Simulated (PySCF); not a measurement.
C3H9NOSi, SMILES CN1C[SiH](O)C1.

Geometry: r2SCAN-D4/def2-SVP. The structure was generated by enumeration, and PubChem lists no compound with its InChIKey, so it may never have been made. Other conformers were not sampled.

Two levels are set side by side: TDA-PBE/def2-SVPD (PySCF) and TDA-ωB97X/def2-SVPD (PySCF). Vertical, same geometry. The lowest singlet is HOMO→LUMO 99 % with PBE and HOMO→LUMO 42 %, HOMO→LUMO+1 40 % with the other functional; states are paired by order. Differences are taken from unrounded values.

```
quantity                              TDA-ωB97X
------------------------------------  ---------
lowest singlet excitation (eV)             6.45
lowest triplet excitation (TDA) (eV)       6.35
```

Task: What does TDA-PBE give, and how far is it from TDA-ωB97X? (The exact figures need the calculation; the answer reports its results.)

Result: 
```
quantity                              TDA-PBE  TDA-PBE minus TDA-ωB97X
------------------------------------  -------  -----------------------
lowest singlet excitation (eV)           4.71                    -1.74
lowest triplet excitation (TDA) (eV)     4.58                    -1.77
```

Functionals without exact exchange tend to place singlet excitations lower, as here. Differences between two approximate levels are no errors against the true value.

Rough cost on one machine, each run with all the roots and properties that it gave: TDA-ωB97X against TDA-PBE about 5 times.
